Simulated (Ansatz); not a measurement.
`[F][GeH]([Cl])[I]` + CH₄ → `[CH3][GeH]([Cl])[I]` + H–F at 700 K and 1 bar (formal exchange of groups at a Ge–F bond).

Calculated with Ansatz (gas phase, PBE0-D4/def2-TZVP geometries, no zero-point term in ΔE). CBS: MP2 limit from def2 TZ/QZ plus the TZ coupled-cluster correction, frozen cores. This one scheme is used for every species. Elements past krypton have def2 core potentials. For Ge, I outer-core shells are correlated without core-valence functions, which leaves a few kJ/mol of doubt a bond. Scalar relativity is left out up to krypton.

| species | CCSD(T)/CBS energy (Eh) | H − E (kJ/mol) | S (J/(mol·K)) |
| --- | --- | --- | --- |
| `[F][GeH]([Cl])[I]` | -2933.83800 | 87.0 | 423.8 |
| CH₄ | -40.46206 | 145.9 | 224.0 |
| `[CH3][GeH]([Cl])[I]` | -2873.88412 | 190.9 | 464.2 |
| H–F | -100.39570 | 45.2 | 198.5 |

H − E and S are ideal-gas, rigid-rotor, harmonic terms from PBE0-D4/def2-TZVP, for one conformer and one mirror image of each species. 1 Eh = 2625.50 kJ/mol, R = 8.31446 J/(mol·K).

By hand: ΔE, ΔH, ΔS and ΔG.

ΔE = (-2873.88412) + (-100.39570) − (-2933.83800) − (-40.46206) = 0.02024 Eh = 53.1 kJ/mol. Δ(H − E) = 190.9 + 45.2 − 87.0 − 145.9 = 3.2, so ΔH = 56.3 kJ/mol. ΔS = 464.2 + 198.5 − 423.8 − 224.0 = 14.9 J/(mol·K). ΔG = 56.3 − 700 × (14.9)/1000 = 45.9 kJ/mol.

By hand: the equilibrium constant, and the temperature at which ΔG would vanish if ΔH and ΔS stayed fixed.

log₁₀ K = −ΔG/(RT ln 10) = -3.4. ΔG = 0 at ΔH/ΔS = 3779 K, far beyond where these terms or the molecules hold.

The number of gas molecules stays the same, so ΔS is small and ΔH decides. A doubt of 5 kJ/mol in ΔE shifts log₁₀ K by 0.4 here. Other conformers and mirror images would add mixing entropy, several J/(mol·K) or more a flexible species. These are equilibria of isolated gas molecules and say nothing of rates. Largest T1 diagnostic: 0.010 (customary marks: 0.02 for closed shells, 0.045 for open ones).
